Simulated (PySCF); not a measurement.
# Diatomics of O with group 10

PBE0 with triple-zeta basis sets in PySCF, for the lowest determinant that a PBE0 search found; no spin–orbit coupling. De refers to high-spin ground-configuration atoms. A positive dipole means M(−)O(+).

| M | basis | state (unpaired electrons) | Re (Å) | ωe (cm⁻¹) | De (eV) | μ (D) |
| --- | --- | --- | --- | --- | --- | --- |
| Ni | def2-TZVPP | triplet (π ↑↑) | 1.613 | 890 | n/a | -4.85 |
| Pd | def2-TZVPP | triplet (σ ↑, π ↑) | 1.824 | 593 | 2.50 | -4.09 |
| Pt | x2c-TZVPPall | triplet (π ↑↑) | 1.708 | 894 | 4.06 | -2.71 |

The shortest bond is that of NiO (1.613 Å), the longest that of PdO (1.824 Å).

The rows differ in basis set, which adds steps of its own.

The state changes along the series, so neighbouring rows are not always alike in their bonding.

De is left out where the level can put another filling of the metal’s s and d shells below the measured ground configuration, by anything from nothing to about 1 eV. The metal atom is held in its measured ground configuration; semilocal functionals can put another filling of s and d lower by some tenths of an eV, and De to that atom would be smaller. Spin–orbit coupling is left out, which matters for elements this heavy, above all for dissociation energies. With d or f electrons several states lie close, and the lowest PBE0 determinant need not be the measured ground state.
